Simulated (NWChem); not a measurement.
Species: ZrO2; SMILES [O]=[Zr]=[O]

```xyz
3

Zr     0.0000     0.0000     0.2956
O      1.4255     0.0000    -0.7390
O     -1.4255     0.0000    -0.7390
```
Atoms are numbered in this order, from 1.

Geometry: optimised at PBE0/def2-SVP. def2 effective core potentials on Zr; no spin-orbit coupling.

Symmetry labels are those of C2v in the frame above (b1 and b2, or b-type labels, depend on it).

Q: List the 6 lowest vertical singlet excitations from LDA (Slater exchange, VWN5)/def2-SVPD with def2 effective core potentials on Zr, TDA (NWChem).

A: 
```json
[
 {"state": "S1", "energy (eV)": "1.91", "oscillator strength": "0.004", "symmetry": "b1", "leading excitation (squared amplitude)": "HOMO → LUMO (1.00)"},
 {"state": "S2", "energy (eV)": "2.83", "oscillator strength": "0.010", "symmetry": "a1", "leading excitation (squared amplitude)": "HOMO−1 → LUMO (1.00)"},
 {"state": "S3", "energy (eV)": "3.24", "oscillator strength": "0.000", "symmetry": "a2", "leading excitation (squared amplitude)": "HOMO → LUMO+1 (1.00)"},
 {"state": "S4", "energy (eV)": "3.31", "oscillator strength": "0.007", "symmetry": "b2", "leading excitation (squared amplitude)": "HOMO−2 → LUMO (1.00)"},
 {"state": "S5", "energy (eV)": "3.44", "oscillator strength": "0.002", "symmetry": "b1", "leading excitation (squared amplitude)": "HOMO → LUMO+2 (1.00)"},
 {"state": "S6", "energy (eV)": "3.73", "oscillator strength": "0.000", "symmetry": "a2", "leading excitation (squared amplitude)": "HOMO−3 → LUMO (1.00)"}
]
```
